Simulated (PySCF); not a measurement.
A GIAO shielding run with PySCF 2.14.0 with density-fitted response routines (density fitting, non-relativistic, gas phase) on SMILES C#C[P-]C(C)(C)C, [C6H10P]-:

```
$ OMP_NUM_THREADS=1 python probes_run.py task.json out

{"job": {"kind": "nmr", "xc": "PBE0", "basis": "pcSseg-1"}, "charge": -1, "multiplicity": 1}
C      2.930077     1.309156    -0.546420
C      2.143138     0.985358     0.316593
P      1.127657     0.587123     1.662173
C     -0.320756    -0.128176     0.630151
C     -0.897836     0.933199    -0.304377
C      0.141698    -1.328143    -0.193908
C     -1.400493    -0.577773     1.611942
H      3.589166     1.568847    -1.326110
H     -1.253134     1.787147     0.270793
H     -1.731658     0.530082    -0.889810
H     -0.123149     1.282179    -0.984676
H     -0.687275    -1.751001    -0.772769
H      0.931345    -1.020948    -0.877307
H      0.541972    -2.100482     0.461558
H     -1.736154     0.267031     2.212015
H     -2.260858    -0.998759     1.081936
H     -1.000737    -1.332808     2.287768
```

Hardware: 1 thread of an Intel Xeon Platinum 8488C, shared host. The job also computes population analyses, field gradients.

Q: How large is the calculation?

A: 62 electrons, 176 basis functions and 931 auxiliary functions.

Q: How long does it take, and how much memory does it need?

A: 38 s of wall time, with 14 SCF cycles and 5 response iterations; peak memory 0.8 GiB. Times on a shared host scatter by some tens of per cent.
